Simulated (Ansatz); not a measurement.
Isolated molecules relaxed with PBE0-D4/def2-TZVP in Ansatz; ΔE leaves out vibrations. CCSD(T)/CBS is the MP2 limit (def2-TZVPP, def2-QZVPP) plus CCSD(T) − MP2 in def2-TZVPP, frozen cores. DFT in def2-TZVPP. Each species was taken in one conformer, which may not be the lowest.

`[SiH3]O[SiH2]S` + `O[Si](O)(Cl)Cl` → `O[Si](Cl)(Cl)O[SiH3]` + `O[SiH2]S`  (ligand exchange at the Si–O bond)

`[SiH3]O[SiH2]S`:

Z-matrix (Å, degrees):
```
Si
O 1 1.643
H 1 1.482 2 107.4
H 1 1.485 2 110.2 3 -119.4
H 1 1.485 2 110.5 3 119.7
Si 2 1.631 1 140.8 3 -169.8
S 6 2.132 2 112.7 1 -29.6
H 6 1.481 2 110.5 1 86.5
H 6 1.479 2 107.1 1 -151.4
H 7 1.344 6 94.5 2 -71.4
```

`O[Si](O)(Cl)Cl`:

Cartesian coordinates in Å:
```
O 1.038 0.130 0.944
Si -0.250 -0.134 -0.005
O 0.255 -0.417 -1.513
Cl -1.305 -1.766 0.567
Cl -1.490 1.488 0.091
H 0.893 0.483 1.823
H 0.860 0.215 -1.908
```

`O[Si](Cl)(Cl)O[SiH3]`:

Z-matrix (Å, degrees):
```
Si
Cl 1 2.039
Cl 1 2.039 2 107.2
O 1 1.616 2 111.0 3 121.4
O 1 1.597 2 110.4 3 -120.2
H 4 0.958 1 118.4 2 -59.1
Si 5 1.645 1 148.9 2 60.9
H 7 1.483 5 109.4 1 -62.6
H 7 1.481 5 107.4 1 177.7
H 7 1.483 5 109.5 1 57.9
```

`O[SiH2]S`:

Cartesian coordinates in Å:
```
O 0.654 1.302 0.370
Si 0.397 -0.311 0.194
S -1.291 -0.774 -1.025
H 0.688 1.830 -0.430
H 1.512 -0.993 -0.507
H 0.226 -0.811 1.574
H -2.187 -0.242 -0.176
```

```csv
level,ΔE (kJ/mol)
r2SCAN-D4,-2.5
ωB97X-V,-2.6
HF/CBS(def2),-4.4
MP2/CBS(def2),-3.1
```

Question: What does CCSD(T)/CBS give? (An estimate is asked.)

Answer: Computed: -3.0 kJ/mol. The listed levels differ from it by 0.5, 0.4, -1.4, -0.1 kJ/mol.

Largest T1 diagnostic among the species: 0.011.
